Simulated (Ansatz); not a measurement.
## Ligand exchange: how K changes with temperature for SnH3Br + CH4 ⇌ SnH4 + CH3Br

Species: SnH3Br `[Br][SnH3]`, singlet; CH4 (methane) `C`, singlet; SnH4 `[SnH4]`, singlet; CH3Br (bromomethane) `CBr`, singlet. The partners trade Br for H: Sn–Br and C–H bonds give way to Sn–H and C–Br.

The electronic reaction energy at CCSD(T)/def2-TZVPP is +161.0 kJ/mol. Shapes: PBE0-D4/def2-TZVP. Programs: Ansatz 0.2.0. Enthalpy and entropy come from rigid-rotor, harmonic-oscillator sums on unscaled PBE0-D4/def2-TZVP wavenumbers, ideal gases at 1 bar. Symmetry numbers: SnH3Br 3, CH4 12, SnH4 12, CH3Br 3. R = 8.3145 J/(mol K).

| T (K) | ΔH (kJ/mol) | ΔS (J/(mol K)) |
| --- | --- | --- |
| 700 | +153.0 | -0.2 |
| 1000 | ? | ? |
| 1300 | +155.0 | +1.8 |

Question: Work out ln K at 700 and 1300 K, and from these estimate it at 1000 K.

Answer: 
1. 700 K: ΔG = +153.0 − 700 × (-0.2)/1000 = +153.1 kJ/mol; ln K = −ΔG/RT = -26.31.
2. 1300 K: ΔG = +155.0 − 1300 × (+1.8)/1000 = +152.7 kJ/mol; ln K = −ΔG/RT = -14.13.
3. Slope against 1000/T: (-14.13 − (-26.31))/(0.7692 − 1.4286) = -18.47, that is −ΔH/R with ΔH near +154 kJ/mol.
4. 1000 K: ln K = -26.31 + (-18.47) × (1.0000 − 1.4286) = -18.39.

The full sums give ΔH = +154.0 kJ/mol, ΔS = +0.9 J/(mol K), ΔG = +153.1 kJ/mol and ln K = -18.41 at 1000 K, so the line is off by +0.02 in ln K; without rounding the miss is +0.02, from the change of ΔH with temperature. The reactants are favoured over this whole range. An error of 10 kJ/mol in the energy moves ln K by 1.2 at 1000 K. Soft modes are treated as harmonic, which can err either way at these temperatures; the lowest are those of SnH3Br (258 cm⁻¹). For atoms past krypton def2 sets carry core potentials with scalar relativity. Relativity is left out for Br. Outer-core shells of Br, Sn are correlated, in sets that cover them unevenly.
